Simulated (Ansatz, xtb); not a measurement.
ClFGeH3Si+: which of two isomers lies lower

Structure X: `F[SiH2][GeH+][Cl]`, a singlet. Structure Y: `[F][Ge+]([SiH3])[Cl]`, a singlet. Both are isolated ions in the gas phase, relaxed with PBE0-D3(BJ)/pcseg-1; each stands in its lowest conformer found.

Question: Estimate E(Y) − E(X) at the level CCSD(T)/def2-SVP + ΔMP2/def2-TZVPP.

Answer: Calculated at CCSD(T)/def2-SVP + ΔMP2/def2-TZVPP: E(Y) − E(X) = +51.3 kJ/mol, so structure X lies lower.

The same difference at several levels:

```csv
level,geometry,E(Y) − E(X) (kJ/mol),departure from the last row (kJ/mol),"job, with rough time for the two"
PBE0-D3(BJ)/pcseg-1,PBE0-D3(BJ)/pcseg-1,+44.5,−6.8,"optimisation, 4.8 min"
HF/def2-SVP,PBE0-D3(BJ)/pcseg-1,+57.6,+6.3,part of the CCSD(T) run
MP2/def2-SVP,PBE0-D3(BJ)/pcseg-1,+36.3,−15.0,part of the CCSD(T) run
CCSD(T)/def2-SVP,PBE0-D3(BJ)/pcseg-1,+36.2,−15.1,single point
CCSD(T)/def2-SVP + ΔMP2/def2-TZVPP,PBE0-D3(BJ)/pcseg-1,+51.3,,"single point, 86 s"
```

As drawn, Y has 1 F–Ge, 1 Si–H in place of 1 F–Si, 1 Ge–H.

None of the levels shown reverses the order. The largest departure from CCSD(T)/def2-SVP + ΔMP2/def2-TZVPP is that of CCSD(T)/def2-SVP, 15.1 kJ/mol. Levels run at GFN2-xTB geometries aren't shown. The last row adds to CCSD(T) the change of the MP2 difference between the two basis sets, here +15.1 kJ/mol, a large step that makes the value less sure.

With harmonic frequencies from PBE0-D3(BJ)/pcseg-1 (ideal gas, rigid rotor, one conformer each, 298.15 K, 1 atm): on the last row, ΔE + ΔZPE = +49.7 kJ/mol. A mode under 50 cm⁻¹ makes harmonic enthalpies and free energies unreliable, so none is given.

The correlated steps freeze 20 core orbitals; the filled d shell of Ge is correlated, in a basis made for valence electrons. Codes used: Ansatz 0.2.0; the last row on 1 thread of AMD EPYC (Zen 3) on a shared host.
